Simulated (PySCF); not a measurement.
InFBr2, SMILES [Br][In]([Br])[F].

Coordinates come from a B3LYP-D3(BJ)/def2-SVP optimisation. The structure was generated by enumeration; whether it is a known compound was not checked. The def2 effective core potentials stand for the cores of In; spin–orbit coupling is left out.

Method: PySCF with PBE0/def2-TZVP.

```
Quantity                                                                                                         Value
---------------------------------------------------------------------------------------------  -----------------------
total energy                                                                                       -5437.78679 hartree
point group                                                                                                        C2v
highest occupied level                                                                                        -8.96 eV
lowest empty level                                                                                            -3.34 eV
orbital gap                                                                                                    5.63 eV
dipole moment                                                                                                0.270 e·Å
quadrupole, principal values (traceless, Buckingham form, about the centre of nuclear charge)    -9.16, 0.00, 9.16 D·Å
mean static polarisability                                                                       74.4 bohr³ (11.02 Å³)
polarisability, principal values                                                               50.8, 68.3, 104.1 bohr³
```
